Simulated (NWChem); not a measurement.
System: GeH$_{2}$F$_{2}$; SMILES [F][GeH2][F]

```xyz
5

Ge     0.0000     0.0000    -0.2986
F     -1.3721     0.0000     0.7531
F      1.3721     0.0000     0.7531
H      0.0000     1.3186    -1.0725
H      0.0000    -1.3186    -1.0725
```
Atoms are numbered in this order, from 1.

Results from NWChem. Pople sets run with spherical d functions. Coordinates come from a PBE0/def2-SVP optimisation. Vzz is the largest principal value of the second derivative of the potential at the nucleus (NWChem prints the opposite sign); η is the asymmetry. Non-relativistic.

| level | Vzz Ge1 (a.u.) | η Ge1 |
|---|---|---|
| CAM-B3LYP/6-31G* | -1.562 | 0.64 |
| CAM-B3LYP/cc-pVTZ | [?] | 0.57 |
| PBE0/6-31G* | -1.548 | 0.64 |
| PBE0/cc-pVTZ | -1.706 | 0.57 |

Question: Fill in the missing entries.

Answer: 
- CAM-B3LYP/cc-pVTZ, Vzz Ge1 (a.u.): -1.787
